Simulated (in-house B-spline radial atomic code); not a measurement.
Cl⁷⁺. Computed with a B-spline radial atomic code. Model: all-electron spherical atom, spin shells full or empty, radial basis limit, no spin-orbit coupling: exact exchange with a local potential (Slater, KLI or optimised effective potential, whose far tail is KLI's), no correlation.

Exchange potential has not reached -1/r at the last radius.

The run also made RPA and GW results, which its time includes.

The Slater potential averages the orbital exchange potentials with the orbital densities as weights, KLI adds orbital constants, and the optimised effective potential minimises the exact-exchange energy among local potentials. So their energies lie above Hartree-Fock in the order OEP, KLI, Slater. All fall off as −1/r, unlike LDA and GGA exchange.

Command:
```bash
python run_gw.py task.json out
```
Settings (lengths in bohr, energies in hartree):
```
Z                      17
electrons              10
configuration          [He] 2s2 2p6
hamiltonian            nr
method                 oep
lmax                   9
spin_polarised         False
box_radius             8.41
intervals              64
```

Run time, properties included: 1.7 s on 1 thread of Arm Neoverse N1 (shared host).

Given: hamiltonian non-relativistic; mean-field start exchange-only OEP.

Computed: energy above Hartree-Fock 1.9262 millihartree; virial ratio -E/T less 1 -1e-06.

| radius (bohr) | r times exchange potential (hartree bohr) |
| --- | --- |
| 0.00294 | -0.041893 |
| 0.00349 | -0.049696 |
| 0.00414 | -0.058896 |
| 0.00491 | -0.069756 |
| 0.00582 | -0.082532 |
| 0.0069 | -0.097597 |
| 0.00819 | -0.11544 |
| 0.00971 | -0.1362 |
| 0.0115 | -0.16025 |
| 0.0137 | -0.18916 |
| 0.0162 | -0.22104 |
| 0.0192 | -0.25781 |
| 0.0228 | -0.29965 |
| 0.027 | ? |
| 0.0321 | -0.39545 |
| 0.038 | -0.44688 |
| 0.0451 | -0.49934 |
| 0.0535 | -0.54876 |
| 0.0634 | -0.59065 |
| 0.0752 | -0.61945 |
| 0.0892 | -0.62743 |
| 0.106 | -0.60869 |
| 0.126 | -0.57608 |
| 0.149 | -0.58419 |
| 0.177 | -0.68601 |
| 0.209 | ? |
| 0.248 | -0.99522 |
| 0.295 | -1.1312 |
| 0.349 | -1.2399 |
| 0.414 | -1.3185 |
| 0.492 | -1.3562 |
| 0.583 | -1.3514 |
| 0.691 | -1.3138 |
| 0.82 | -1.2581 |
| 0.973 | -1.1992 |
| 1.15 | -1.1483 |
| 1.37 | -1.1061 |

Task: What belongs in the row 0.027?

Result: r times exchange potential (hartree bohr): -0.34515.

Task: What belongs in the row 0.209?

Result: r times exchange potential (hartree bohr): -0.84015.

| occupied | level (hartree) | Hartree-Fock level (hartree) |
| --- | --- | --- |
| 1s | -106.8 | -109.95 |
| 2s | -15.062 | -15.364 |
| 2p | -12.872 | -12.871 |

```
empty  level (hartree)
   3s          -5.1577
   3p          -4.5845
   3d          -3.8569
   4s          -2.5972
   4p                ?
   4d          -2.1136
```

Task: What belongs in the row 4p?

Result: level (hartree): -2.3806.

The highest level, 2p, differs from Hartree-Fock by -0.018 eV and the deepest, 1s, by +85.7 eV: a local potential can match the highest level but can't give each shell its own exchange.
